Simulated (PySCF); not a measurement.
oxepine (C₆H₆O), SMILES O1C=CC=CC=C1.

The structure is a stationary point at PBE-D3(BJ)/def2-SVP.

Two levels are set side by side: TDA-PBE/def2-SVPD (PySCF) and TDA-B3LYP/def2-SVPD (PySCF). Vertical, same geometry. The lowest singlet is HOMO→LUMO 90 % with PBE and HOMO→LUMO 93 % with the other functional; states are paired by order. Differences are taken from unrounded values.

```
quantity                               TDA-PBE
-------------------------------------  -------
lowest singlet excitation (eV)            3.51
lowest triplet excitation (TDA) (eV)      2.41
first bright state (f over 0.05) (eV)     6.06
its oscillator strength                   0.15
```

Problem. These are the TDA-PBE values. What does TDA-B3LYP give? (The exact figures need the calculation; the answer reports its results.)

Solution. 
```tsv
quantity	TDA-B3LYP	TDA-PBE minus TDA-B3LYP
lowest singlet excitation (eV)	3.83	-0.32
lowest triplet excitation (TDA) (eV)	2.49	-0.08
first bright state (f over 0.05) (eV)	3.83	2.23
its oscillator strength	0.06	0.09
```

Functionals without exact exchange tend to place singlet excitations lower, as here. Differences between two approximate levels are no errors against the true value.

Rough cost on one machine, each run with all the roots and properties that it gave: TDA-B3LYP against TDA-PBE about 3 times.
